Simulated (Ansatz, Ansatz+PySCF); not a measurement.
```xyz
3

C     0.0000    0.0000   -1.2970
C     0.0000    0.0000    0.0000
C     0.0000    0.0000    1.2970
```

Basis set: def2-SVP (spherical functions). Left uncorrelated: 3 orbitals. Charge 0, multiplicity 1.

Computed with Ansatz (development build ahead of 0.2.0); each method stands on the lowest determinant of its kind that the runs found. Restricted open shells among the atoms or ions are ROHF, correlated in semicanonical orbitals with singles.

Q: Give the atomization energy at this shape (free ground-state atoms in the same class of orbitals less the molecule, no zero-point energy) of singlet C3 by RHF-CCSD(T), UHF-CCSD(T), RHF-MP2, UHF-MP2, RHF, UHF.

A:

```csv
method,atomization energy
RHF-CCSD(T),1277.1 kJ/mol
UHF-CCSD(T),1270.1 kJ/mol
RHF-MP2,1324.0 kJ/mol
UHF-MP2,1269.9 kJ/mol
RHF,878.8 kJ/mol
UHF,852.3 kJ/mol
```

Caution for UHF-CCSD(T), UHF-MP2: another reference gives a lower total. Caution for UHF-CCSD(T), UHF-MP2, UHF: the determinant may break the point group; the unrestricted determinant is spin contaminated. Caution for UHF-CCSD(T): the program doubts this total.
